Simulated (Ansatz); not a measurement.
Cost and result for the atomization energy of `CBCCO` (14 atoms, 13 bonds).

```xyz
14

C     0.682   -1.697    0.795
B     1.013   -0.175    0.762
C     0.233    0.903   -0.057
C    -1.009    0.476   -0.810
O    -1.560    1.496   -1.620
H    -0.301   -1.985    0.417
H     0.837   -2.137    1.784
H     1.433   -2.183    0.152
H     1.977    0.205    1.374
H    -0.001    1.731    0.632
H     0.953    1.352   -0.759
H    -0.774   -0.342   -1.496
H    -1.763    0.093   -0.107
H    -1.722    2.263   -1.066
```

Charge 0, multiplicity 1. The geometry is a stationary point of PBE0-D4/def2-TZVP. It is one conformer, not always the lowest. Program: Ansatz. All runs use 4 threads of a server CPU on a shared host. Times are those of one run each, without the atoms' runs, and a repeat can differ threefold. Electronic energies, without spin–orbit coupling; frozen cores. CCSD(T)/CBS adds CCSD(T) − MP2 in def2-TZVPP to the MP2 limit, and its time is that of the two runs behind it. T1 = 0.010. B3LYP takes the VWN-RPA correlation (the form of Gaussian; ORCA's B3LYP/G). HSE06 is the plane-wave form, built on full-range PBE exchange.

CCSD(T)/CBS is a level of theory with its own doubt, some kJ/mol a heavy atom from the limit and from the frozen cores, so smaller differences don't rank the functionals.

```tsv
level	functions	wall time	atomization (kcal/mol)	difference from CCSD(T)/CBS	per bond
revPBE-D4/def2-TZVPP	281	1.8 s	1281.0	-4.0	-0.3
PBE0-D4/def2-TZVPP	281	2.5 s	1293.5	8.5	0.6
HSE06-D4/def2-TZVPP	281	3 s	1294.3	9.3	0.7
CAM-B3LYP-D4/def2-TZVPP	281	3.4 s	1295.2	10.2	0.8
r2SCANh-D4/def2-TZVPP	281	4.2 s	1286.2	1.2	0.1
B3LYP-D4/def2-TZVPP (with forces)	281	4.4 s	1288.9	3.9	0.3
PBE-QIDH/def2-TZVPP	281	5 s	1283.5	-1.5	-0.1
CCSD(T)/def2-SVP	115	6 s	1231.1	-53.9	-4.2
B97M-V/def2-TZVPP	281	6 s	1290.2	5.2	0.4
ωB97X-V/def2-TZVPP	281	7 s	1288.5	3.5	0.3
MP2/def2-QZVPP	555	22 s	1289.0	4.0	0.3
CCSD(T)/def2-TZVPP	281	2.4 min	1257.1	-27.9	-2.2
CCSD(T)/CBS(def2)	–	2.8 min	1285.0	0.0	0.0
```

From r2SCAN to r2SCAN0 (25 % exact exchange), in def2-TZVPP and without D4, the atomization energy moves by −14.1 kcal/mol: exact exchange takes away binding that semilocal exchange gives to molecules. At CCSD(T), def2-SVP lies −54.0 kcal/mol from the extrapolated value and def2-TZVPP −28.0 kcal/mol: correlation converges slowly with the basis, and small sets miss more of it in the bonded molecule than in its fragments. In def2-TZVPP, CCSD(T) changes the Hartree–Fock value by +288.6 kcal/mol (the triples alone add +14.9 kcal/mol) and MP2 by +304.1 kcal/mol; breaking electron pairs costs correlation energy, which Hartree–Fock lacks.
